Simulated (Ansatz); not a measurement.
`BB(C)O` → `[CH2]` (triplet) + `BBO`  (formal loss of a carbene)

Computed with Ansatz on PBE0-D4/def2-TZVP structures; ΔE is electronic, products minus reactants. CCSD(T)/CBS adds triple-zeta CCSD(T) − MP2 to the extrapolated MP2 energy (def2 sets, frozen cores). This one scheme is used for every species. DFT in def2-TZVPP. HSE06 is defined as in plane-wave codes. Triplets are unrestricted, without spin–orbit coupling. One conformer a species, not always the lowest.

```
             level  ΔE (kcal/mol)  difference from CCSD(T)/CBS
       LDA (SPW92)          133.6                         18.7
            PBE-D4          117.1                          2.2
        r2SCANh-D4          110.1                         -4.8
          HSE06-D4          114.9                          0.0
           ωB97X-V          117.2                          2.3
            revPBE          109.5                         -5.4
              PBE0          113.7                         -1.2
           r2SCAN0          109.0                         -5.9
    MP2/def2-TZVPP          115.3                          0.4
SCS-MP2/def2-QZVPP          116.7                          1.8
       CCSD(T)/CBS          114.9                            0
```

Largest T1 diagnostic among the species: 0.013.

Leaving LDA and LC-ωPBE aside and taking each functional with its dispersion term where it has one, the values, not all of them listed here, spread over 7.7 kcal/mol, from r2SCAN0-D4 to ωB97X-V. LDA lies +17.8 kcal/mol from PBE without D4. The D4 term adds +2.1 kcal/mol with B3LYP and +1.2 kcal/mol with PBE0; it sums over pairs of atoms, weighted by their polarisabilities, and B3LYP, whose exchange is more repulsive, gets the larger term.

B3LYP here is the variant with VWN-RPA as its local correlation; programs differ in this.
